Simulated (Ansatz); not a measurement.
ITl, charge -1, doublet, geometry from GFN2-xTB (such geometries of metal compounds can be far from the true shape) (a state made from the parent by changing its charge; the spin is typed, not shown lowest) (core potentials on I, Tl) (a gas-phase anion, which may not be bound at this level). Base run: B3LYP/def2-SVP (Ansatz, a program for electronic structure).

The Ansatz input:
Ansatz 0.2 input:
```yaml
crystal:
  periodic: [false, false, false]
  atoms:
    - {symbol: Tl, position_ang: [-0.00000000, -0.00000000, -1.17686441]}
    - {symbol: I, position_ang: [0.00000000, 0.00000000, 1.79860409]}
basis:
  gaussian:
    orbitals: def2-SVP
hamiltonian:
  xc: b3lyp
total_charge: -1
magnetization: {spin_polarized: true, initial_magnetization: 1}
```

Variants of this job, named by their change:

| change | basis functions | E (Eh) | core-seconds (rough) |
|---|---|---|---|
| base | 52 | -470.47223 | 4 |
| basis = def2-SV(P) | 52 | -470.47223 | 3 |
| basis = def2-SVPD | 67 | -470.48095 | 9 |
| basis = def2-TZVPP | 100 | -470.49299 | 5 |
| basis = def2-TZVP | 100 | -470.49299 | 5 |
| basis = def2-TZVPD | 115 | -470.49507 | 20 |
| basis = def2-QZVPP | 164 | -470.49639 | 20 |
| basis = def2-QZVP | 164 | -470.49639 | 20 |

Totals compare only among sets that treat the same electrons; sets with core potentials leave the core out.

A gas-phase anion may not be bound at this level; its values then depend on the basis.
